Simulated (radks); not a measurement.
Results of a calculation; reference values are marked as such.
All-electron atom: Co X in [Ar] (the NIST ground configuration). Code: a radial shooting solver on a logarithmic mesh with Libxc functionals. Model: non-relativistic Kohn-Sham, PBE, spin-polarised, spherical densities, point nucleus. Some entries of the table are withheld. Estimate them.

orbital,occ.,eigenvalue (hartree),<1/r> (bohr^-1)
1s,2,(1),26.51
2s,2,-40.81943,(2)
2p,6,-36.54065,5.668
3s,2,(3),(4)
3p,6,-9.56960,1.914
3d,0,-7.41623,1.749
4s,0,-4.61552,(5)

Answer. 
(1) 1s eigenvalue (hartree): -284.3689
(2) 2s <1/r> (bohr^-1): 5.719
(3) 3s eigenvalue (hartree): -10.90354
(4) 3s <1/r> (bohr^-1): 1.995
(5) 4s <1/r> (bohr^-1): 0.9112
